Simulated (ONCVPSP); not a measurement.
**carbon (C), ONCV: configuration errors across variants**

| Property | Result |
| --- | --- |
| Element | carbon (C) |
| Generator | ONCVPSP 4.0.1 |
| Type | optimised norm-conserving Vanderbilt (ONCV) |
| Functional | PBE |
| Relativity | scalar-relativistic |
| Frozen core | [He] |
| Valence charge | 4 |
| Reference configuration | 2s2 2p1 (charge +1) |
| Partial waves | 2s: rc 1.00 bohr, ncon 4, nbas 8, qcut 6.7 1/bohr, 2 projectors, debl 0.6 Ha; 2p: rc 1.65 bohr, ncon 4, nbas 7, qcut 7.3 1/bohr, 2 projectors, debl 3.7 Ha; d scattering state at 0.35 Ha: rc 1.35 bohr, ncon 3, nbas 7, qcut 6 1/bohr, 2 projectors, debl 0.3 Ha |
| Local potential | polynomial inside 0.75 bohr (lpopt 3, dvloc0 -1 Ha) |
| Core correction | Teter function, fcfact 3.5, rcfact 1.4 |

In the s channel the program set the typed energies aside and used -0.947, 0.250 Ha.

All-electron excitation energies from the reference (eV): (1) 2s2 2p2 -10.861; (2) 2s2 2p0 24.156; (3) 2s1 2p0 72.350; (4) 2s1 2p2 8.754.

Errors AE − PS in meV (a dash: test not solved or not reliable):

| change | (1) | (2) | (3) | (4) | bound ghosts | GHOST(+) flags above zero |
| --- | --- | --- | --- | --- | --- | --- |
| base | +16 | +78 | +271 | +9.1 | none | d |
| core correction Teter function, fcfact 1.2, rcfact 1.4 | +15 | +77 | +242 | +7.8 | none | d |
| core correction Teter function, fcfact 2.1, rcfact 1.4 | +15 | +78 | +258 | +8.9 | none | d |
| core correction Teter function, fcfact 3.4, rcfact 1.4 | +16 | +78 | +270 | +9.1 | none | d |
| core correction Teter function, fcfact 4, rcfact 1.4 | +16 | +77 | +272 | +8.9 | none | d |
| core correction Teter function, fcfact 4.8, rcfact 1.4 | +16 | +76 | +270 | +8.6 | none | d |
| core correction Teter function, fcfact 5.6, rcfact 1.4 | +16 | +74 | +265 | +8.1 | none | d |
| core correction Teter function, fcfact 6.4, rcfact 1.4 | +16 | +73 | +259 | +7.7 | none | d |
| core correction Teter function, fcfact 6.9, rcfact 1.4 | +16 | +72 | +255 | +7.5 | none | d |
| core correction Teter function, fcfact 7.5, rcfact 1.4 | +15 | +70 | +249 | +7.2 | none | d |

(1) Give the same row for: core correction Teter function, fcfact 2.6, rcfact 1.4.

Results:

(1) +16, +79, +265, +9.2; bound ghosts: none; GHOST(+) flags above zero: d.
